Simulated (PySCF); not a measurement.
Assignment exercise: C₄H₆N₂O

Mapped SMILES: `[CH3:1][O:2][c:3]1[cH:4][n:5][cH:6][nH:7]1`. Each H is labelled by its parent atom.

[PySCF 2.14: shielding tensors at PBE0/pcSseg-1 (GIAO); coordinates at the GFN2-xTB level; equivalent nuclei averaged; non-relativistic; in vacuum; one computed conformer]

Scale: ¹³C (σref 186.93) and ¹H (σref 31.72) against TMS (reference shieldings calculated alike).

(1) Assign these signals to the numbered atoms. ¹³C{¹H} NMR (computed): δ 154.5, 128.5, 106.7, 58.1.

(2) Assign these signals to the numbered atoms. ¹H NMR (500 MHz, computed): δ 7.83 (br s, 1H), 6.97 (m, 1H), 6.36 (m, 1H), 3.96 (s, 3H).

Results:

(1) 
| δ (ppm) | atoms | environment | reason |
| --- | --- | --- | --- |
| 154.5 | C3 | aromatic carbon bearing oxygen | an ipso carbon deshielded by its heteroatom |
| 128.5 | C6 | aromatic CH between two ring heteroatoms | – |
| 106.7 | C4 | aromatic CH next to a ring nitrogen | π donation from the O or N substituent raises the electron density at positions ortho and para to it |
| 58.1 | C1 | methyl carbon bonded to O | pulled downfield by the heteroatom |

(2) 
```tsv
δ (ppm)	atoms	environment	reason
7.83	H(N7)	hydrogen on a pyrrole-type ring nitrogen	labile proton, position sensitive to the medium
6.97	H(C6)	hydrogen on an aromatic CH between two ring heteroatoms	the ring current deshields protons in the ring plane
6.36	H(C4)	hydrogen on an aromatic CH next to a ring nitrogen	ortho or para to a lone-pair donor, hence upfield of benzene
3.96	H(C1)	hydrogen on a methyl carbon bonded to O	its carbon carries O, which withdraws density
```

The OH or NH signal is concentration- and solvent-dependent in practice; the value given is the gas-phase one. Shifts are as computed. Against solution values, carbons near 30 ppm lie about +3 ppm off and those near 130 ppm about +5 ppm. Of 1211 compounds with measured shifts, 218 miss one by over three times the rms of a fit or turn the order of signals round; such compounds aren't used in these exercises. No couplings were computed; multiplicities are counted from neighbouring protons, with m where these are inequivalent, close in shift, in a saturated or five-membered ring or joined by F or P, and br s for small geminal =CH2 splittings.
